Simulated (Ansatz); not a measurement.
Reaction: SiAsH5 (silylarsane, SMILES [SiH3][AsH2]) + H+ → SiAsH6+ (SMILES [AsH3+][SiH3])
Each species at its own B3LYP-D3(BJ)/def2-TZVP minimum (Ansatz, a first-principles code).

Quantity: proton affinity (electronic), positive where energy is released, in kcal/mol. UHF or UKS for unpaired electrons; spin-orbit terms are left out. Cores are frozen in correlated methods (noble-gas shells, and filled d and f shells in the p block). No relativity. CBS(X,Y): correlation extrapolated as X^-3, Hartree-Fock from the larger set. A bracket is a step between two methods taken in the basis named. Double hybrids freeze cores in their MP2 part.

CCSD(T)/CBS(def2-TZVPP,def2-QZVPP) + [CCSDT(Q) - CCSD(T)]/def2-TZVPP (Ansatz) gives 198.6 kcal/mol.

**Question.** How far off this value is PBE/def2-TZVPD (Ansatz), in which direction, and how far these levels: B3LYP/def2-TZVPD, PBE0/def2-TZVPD, wB97M-V/def2-TZVPD, B2PLYP/def2-TZVPD, CCSD(T)/CBS(def2-TZVPP,def2-QZVPP)?

**Answer.** PBE gives 196.2 kcal/mol, 2.4 kcal/mol below it. Differences of the others: B3LYP/def2-TZVPD (Ansatz) -0.2; PBE0/def2-TZVPD (Ansatz) -0.3; wB97M-V/def2-TZVPD (Ansatz) -3.3; B2PLYP/def2-TZVPD (Ansatz) -0.4; CCSD(T)/CBS(def2-TZVPP,def2-QZVPP) (Ansatz) 0.1 kcal/mol.
